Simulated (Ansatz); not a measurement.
`C=NBC[SiH3]` + `F[SiH3]` → `F[SiH2]BC[SiH3]` + `C=N`  (formal exchange of groups at a B–N bond)

Program: Ansatz. Geometries: PBE0-D4/def2-TZVP. ΔE: electronic, gas phase. CCSD(T)/CBS is the MP2 limit (def2-TZVPP, def2-QZVPP) plus CCSD(T) − MP2 in def2-TZVPP, frozen cores. This one scheme is used for every species. Functionals use def2-TZVPP. B3LYP here is the variant with VWN-RPA as its local correlation; programs differ in this. One conformer a species, not always the lowest.

CCSD(T)/CBS gives +123.6 kJ/mol.

Task: Another level gave +123.0 kJ/mol. Which?
A. ωB97X-V/def2-TZVPP
B. B3LYP/def2-TZVPP
C. HF/def2-TZVPP
D. PBE/def2-TZVPP

Result: A. ωB97X-V 123.0, PBE 131.5, HF/def2-TZVPP 127.0, B3LYP 137.9 kJ/mol.

Largest T1 diagnostic among the species: 0.014.

The D4 term adds −3.2 kJ/mol with B3LYP and −1.6 kJ/mol with PBE0; it sums over pairs of atoms, weighted by their polarisabilities, and B3LYP, whose exchange is more repulsive, gets the larger term. From PBE to PBE0 (25 % exact exchange), in def2-TZVPP and without D4, ΔE moves by −3.3 kJ/mol.
